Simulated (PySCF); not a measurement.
Compound: C₆H₅NO₂.
Z-matrix (Å and degrees, PBE0-D3(BJ)/def2-SVP geometry), rows numbered from 1:
```
O 
C   1  1.1948
O   2  1.3391  1  127.86
C   3  1.3790  2  126.02  1    -0.43
C   4  1.3993  3  124.31  2     4.45
C   5  1.3919  4  116.77  3   179.38
C   6  1.3924  5  119.90  4     0.09
C   7  1.3932  6  117.67  5     0.00
N   4  1.3177  3  111.56  2  -175.99
H   2  1.1089  1  124.64  3  -179.81
H   5  1.0869  4  120.95  3    -0.90
H   6  1.0927  5  119.43  4  -179.95
H   7  1.0914  6  121.61  5  -179.99
H   8  1.0958  7  120.57  6   179.94
```

Computed at PBE0/pcSseg-1 (PySCF, non-relativistic), with Q(17O) = −0.0256 b, Q(14N) = 0.02044 b: O1, 17O (I = 5/2): χzz = 10.04 MHz, η = 0.300; O3, 17O (I = 5/2): χzz = -10.11 MHz, η = 0.043; N9, 14N (I = 1): χzz = -5.174 MHz, η = 0.240.

Where would the pure quadrupole (NQR) lines of 17O at O1 fall for the rigid, isolated species?

From the eigenvalues of H = χ/[4I(2I − 1)] × [3Iz² − I(I + 1) + η(Ix² − Iy²)], steps between neighbouring levels, labelled as for η = 0: ±1/2↔±3/2 1.648 MHz, ±3/2↔±5/2 2.960 MHz (ester carbonyl oxygen).

Find the zero-field quadrupole resonance frequencies of 17O at O3.

From the eigenvalues of H = χ/[4I(2I − 1)] × [3Iz² − I(I + 1) + η(Ix² − Iy²)], steps between neighbouring levels, labelled as for η = 0: ±1/2↔±3/2 1.520 MHz, ±3/2↔±5/2 3.033 MHz (ester single-bonded oxygen).

Find the zero-field quadrupole resonance frequencies of 14N at N9.

From ν± = (3/4)|χ|(1 ± η/3) and ν0 = |χ|η/2: ν+ 4.190 MHz, ν− 3.571 MHz, ν0 0.620 MHz (pyridine-type nitrogen).

In a crystal, neighbours and librations shift these lines. The basis is small and wasn't made for field gradients, so the couplings can be 20 % off.

These values come from a run that also computed NMR shieldings. The run took 23 s on one thread, Arm Neoverse V1, on a shared host.

One conformer stands for the species.
